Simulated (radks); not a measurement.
All-electron atom: the gadolinium ion Gd+ in [Xe] 4f7 5d1 6s1.

Calculated with a radial shooting solver on a logarithmic mesh with Libxc functionals: Dirac Kohn-Sham, LDA (Slater exchange, Perdew-Zunger correlation), spin-unpolarised, spherical densities, finite nucleus; open shells fill j = l - 1/2 first; Fermi nuclear charge, rms radius 5.1569 fm.

Energy parts (eV):
total: -306713.26
kinetic: 334330.75
electron-nucleus: -753231.30
Hartree: 118772.82
exchange-correlation: -6585.53

Orbitals (lengths in bohr, moments of r in powers of bohr; r(max) is where P^2 peaks; r(90%) holds 90 % of the orbital's charge):
orbital  occ.  eigenvalue (eV)  r(90%)   r(max)  small-component weight
1s1/2       2        -50001.04  0.0397  0.01393                5.68e-02
2s1/2       2        -8258.042   0.144  0.07924                1.25e-02
2p1/2       2        -7845.578   0.128  0.05982                1.26e-02
2p3/2       4        -7150.564   0.137  0.06565                1.17e-02
3s1/2       2        -1834.751   0.359   0.2247                3.97e-03
3p1/2       2        -1655.405   0.351   0.2118                3.91e-03
3p3/2       4        -1512.908   0.370   0.2242                3.65e-03
3d3/2       4        -1201.737   0.342   0.1779                3.54e-03
3d5/2       6        -1170.659   0.347   0.1814                3.46e-03
4s1/2       2        -373.8948   0.795   0.5161                1.27e-03
4p1/2       2        -304.0689   0.823   0.5202                1.19e-03
4p3/2       4        -272.1879   0.866   0.5467                1.10e-03
4d3/2       4        -156.8606   0.948   0.5542                9.34e-04
4d5/2       6        -151.0983   0.964   0.5628                9.09e-04
5s1/2       2         -56.0563    1.92    1.195                2.73e-04
5p1/2       2         -36.7552    2.19    1.301                2.17e-04
5p3/2       4         -32.3472    2.34    1.379                1.92e-04
4f5/2       6         -15.4569    1.47   0.5640                5.37e-04
4f7/2       1         -14.7014    1.50   0.5690                5.26e-04
6s1/2       1          -9.5160    5.25    3.194                3.83e-05
5d3/2       1          -8.7755    3.99    1.916                7.64e-05
5d5/2       0          -8.4635    4.09    1.964                7.24e-05

The highest occupied level is 5d3/2 at -8.775 eV. The electron density at the nucleus is 6.259e+05 e/bohr^3.
